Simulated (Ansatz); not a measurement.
Gas-phase electronic energies from Ansatz, PBE0-D4/def2-TZVP geometries. CCSD(T)/CBS adds triple-zeta CCSD(T) − MP2 to the extrapolated MP2 energy (def2 sets, frozen cores). DFT in def2-TZVPP. B3LYP here is the variant with VWN-RPA as its local correlation; programs differ in this. For Ge outer-core shells are correlated without core-valence functions, which leaves a few kJ/mol of doubt a bond. Scalar relativity is left out up to krypton. Each species was taken in one conformer, which may not be the lowest.

`C[CH2][Ge][O]C` + `ClB1C[SiH2]1` → `C[CH2][Ge][Cl]` + `COB1C[SiH2]1`  (redistribution)

CCSD(T)/CBS gives -83.1 kJ/mol.

**Question.** Another level gave -89.9 kJ/mol. Which?
A. CCSD/def2-TZVPP
B. CCSD(T)/def2-TZVPP
C. B3LYP-D4/def2-TZVPP
D. HF/def2-TZVPP

**Answer.** C. B3LYP-D4 -89.9, CCSD(T)/def2-TZVPP -80.1, HF/def2-TZVPP -104.3, CCSD/def2-TZVPP -84.3 kJ/mol.

Largest T1 diagnostic among the species: 0.014.

In def2-TZVPP, CCSD(T) changes the Hartree–Fock value by +24.3 kJ/mol (the triples alone add +4.2 kJ/mol) and MP2 by +28.6 kJ/mol. From PBE to PBE0 (25 % exact exchange), in def2-TZVPP and without D4, ΔE moves by −5.9 kJ/mol.
